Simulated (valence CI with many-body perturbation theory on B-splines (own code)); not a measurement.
# Sn⁸⁺: one-electron terms

Level of theory: configuration interaction combined with many-body perturbation theory (CI+MBPT): six valence electrons over a frozen Dirac-Fock core [Kr], radial functions for each j: 7 s, 7 p, 8 d, 6 f, 4 g, 1 h, with the one-electron correlation potential Σ1 (screened to all orders), the two-electron term Σ2, the three-electron term Σ3, Breit, model QED; selected single and double excitations, second order for the rest, scaled by the run's own slope (own B-spline code, finite nucleus).

No measured spectrum was set against this ion. As an estimate, terms of the open shell hold to 2 to 4 % of their energy, and close levels can change places; different configurations can be misplaced against each other by 1,000 to 8,000 cm⁻¹. Among the levels kept, up to 720 cm⁻¹ of a level comes from second order outside the variational space, and about a tenth of that is noise between levels of different J, which matters for small intervals. Only levels of the ground parity were solved; by the run's estimate the other parity begins above the list, which can be wrong where configurations are misplaced.

These are the spectroscopic orbitals of the CI (the correlating ones are not listed), shaped by the core and the other valence electrons. h is the expectation value of the core's Dirac-Fock operator, without the valence repulsion; Σ1 is computed up to l = 3 at one energy for each symmetry, that of its lowest orbital but kept below the first core excitation, so for empty shells it is not the orbital's own correlation shift; Breit and QED include the response of the core.

```csv
Orbital,h (hartree),Σ1 (cm⁻¹),Breit (cm⁻¹),QED (cm⁻¹),⟨r⟩ (bohr)
5s1/2,-7.132,-7501,258,231,1.725
6s1/2,-4.2566,-2446,117,104,2.966
7s1/2,-2.8392,-1158,62.3,55.3,4.539
5p1/2,-6.4765,-5893,368,-17.1,1.855
6p1/2,-3.9365,-2121,176,-8.0,3.167
7p1/2,-2.6593,-1052,96.8,-4.4,4.812
5p3/2,-6.3608,-5458,212,3.7,1.893
6p3/2,-3.8823,-2003,103,1.9,3.214
7p3/2,-2.6293,-1001,59.8,1.1,4.869
4d3/2,-10.246,-16007,361,-122,0.9611
5d3/2,-5.2756,-3676,110,-23.3,2.194
6d3/2,-3.3478,-1630,54.5,-10.9,3.675
4d5/2,-10.183,-15675,33.2,-91.6,0.9693
5d5/2,-5.2538,-3650,36.0,-16.1,2.204
6d5/2,-3.337,-1623,19.4,-7.5,3.688
4f5/2,-6.8568,-19501,-142,-40.5,1.340
5f5/2,-4.0905,-5522,-45.8,-15.6,2.787
4f7/2,-6.8517,-18799,-202,-37.5,1.342
5f7/2,-4.0874,-5350,-71.8,-14.2,2.789
5g7/2,-3.4699,,-2.4,-0.5,2.995
5g9/2,-3.47,,-2.9,-0.3,2.995
```

Among the shells of the start configuration 4d6, Σ1 is largest in size for 4d3/2, where it is 0.71 % of h.

Lowest root of each symmetry, sizes in configuration state functions:

```
J  Parity  Roots  Reference  Variational  Second order  Change by selected CI (cm⁻¹)  Change by second order (cm⁻¹)
0    even      4          9        44215       1627035                        -27274                            -97
1    even      4         15        50668       4283786                        -27115                           -201
2    even      7         25        47477       8112413                        -27056                           -350
3    even      6         23        45131      11472779                        -26604                           -470
4    even      7         19        46988      10376865                        -26636                           -454
5    even      2         10        46254      10740671                        -28368                           -449
6    even      2          6        46071       9677892                        -27944                           -315
```
